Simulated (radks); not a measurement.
Results of a calculation; reference values are marked as such.
Numerical settings for neutral nickel, [Ar] 3d8 4s2. Code: a radial shooting solver on a logarithmic mesh with Libxc functionals. Model: Dirac Kohn-Sham, PBE, spin-unpolarised, spherical densities, finite nucleus; open shells are shared between the two j in proportion to 2j + 1; Fermi nuclear charge, rms radius 3.7757 fm. The defaults (mesh step 0.008 in ln r, mesh end at 40 bohr or more with all orbitals vanishing there, Anderson mixing 0.5 over 9 steps, residual threshold near 1e-9 with the energy settled to 1e-9 hartree or 1e-11 of itself, here a cap of 94 iterations) give E = -1520.5730 hartree and 4s1/2 at -5.643 eV in 15 iterations. Run on one thread of a shared host, so times are rough (Arm Neoverse N1): 0.13 s of CPU time, 0.13 s wall, 15 iterations on 2381 mesh points. Changes against that run (0 stands for a change within the tolerance of the run):

| setting | iterations | converged | E (mhartree) | e(4s1/2) (meV) | CPU (s) |
|---|---|---|---|---|---|
| mesh step in ln r 0.12 | 2 | no | diverged | - | 0.01 |
| mesh step in ln r 0.02 | 15 | yes | 0 | 0 | 0.06 |
| mesh step in ln r 0.005 | 16 | yes | 0 | 0 | 0.21 |
| mesh end (bohr) 12 | 15 | yes | +0.014 | +1.59 | 0.12 |
| mesh end (bohr) 3 | 14 | level above zero | +1.18e+03 | +1.87e+04 | 0.09 |
| residual threshold 1e-16 | 94 | no | 0 | 0 | 0.43 |
| residual threshold 0.1 | 11 | yes | 0 | -0.0713 | 0.11 |
| mixing 0.2 | 21 | yes | 0 | 0 | 0.18 |
| linear mixing, mixing 0.2 | 88 | yes | 0 | 0 | 0.5 |
| linear mixing, mixing 0.8 | 94 | no | +2.57e+04 | -5.61e+03 | 1.7 |
| mixing history 2 | 28 | yes | 0 | 0 | 0.2 |
| iteration cap 3 | 3 | no | +2.62 | -370 | 0.04 |

Settled on a wrong energy, with an occupied level pushed above zero by the early mesh end: mesh end (bohr) 3 (+1.18 hartree). Apart from these: no run marked as converged misses the energy by more than 1 mhartree. A mesh that ends early acts as a hard wall.
